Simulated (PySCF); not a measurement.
**B⁺: ionisation energy**

B⁺ [He] 2s2 (1S) → B²⁺ [He] 2s1 (2S), as a difference of total energies. Computed with PySCF 2.14 in ANO-RCC-VTZP (4s3p2d1f, 30 functions), with scalar relativity by spin-free X2C-1e. Correlated levels: valence and next inner shell: nothing frozen. The calculations carry no spin-orbit coupling.

| method | ionisation energy (eV) |
| --- | --- |
| UHF | 23.455 |
| MP2 (valence and next inner shell) | 24.462 |
| SCS-MP2 (valence and next inner shell) | 24.651 |
| CCSD (valence and next inner shell) | 25.088 |
| CCSD(T) (valence and next inner shell) | 25.100 |
| CCSDT (valence and next inner shell) | 25.100 |

Task: How much does correlation contribute at CCSD(T) (valence and next inner shell)?

Result: 25.100 − (23.455) = 1.645 eV, measured against UHF.

Errors of the correlated levels include the incompleteness of this basis.

The coupled-cluster amplitudes are large for B⁺ (T1 above 0.03 or a double amplitude above 0.15), so a single reference is strained.

For comparison: 25.155 eV (measured; NIST Atomic Spectra Database, ionization energies).
